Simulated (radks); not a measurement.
Question: The mean radii <r> (bohr) of the occupied orbitals of an atom or ion are listed with their occupations. Method: scalar-relativistic Kohn-Sham, r2SCAN, spin-polarised, spherical densities, finite nucleus; meta-GGA in the generalised Kohn-Sham scheme; Fermi nuclear charge, rms radius of each element as measured or else 0.836 A^(1/3) + 0.57 fm; computed with a radial shooting solver on a logarithmic mesh with Libxc functionals.

orbital  occ.      <r>
1s up       1  0.03111
1s down     1  0.03111
2s up       1   0.1347
2s down     1   0.1347
2p up       3   0.1175
2p down     3   0.1175
3s up       1   0.3635
3s down     1   0.3635
3p up       3   0.3615
3p down     3   0.3612
3d up       5   0.3369
3d down     5   0.3364
4s up       1   0.7861

Name the element and its charge. Open shells, if any, are filled with parallel spins first.

Answer: Z = 47, silver, charge +18: Ag18+ in [Ar] 3d10 4s1. The 1s radius gives Z: for a bare nucleus <r> = (2 gamma + 1)/(2Z) with gamma = sqrt(1 - (Z/c)^2), 0.03062 bohr for Z = 47, and screening makes it slightly larger (0.03111 here). The occupations add up to 29, and the charge is Z minus that.
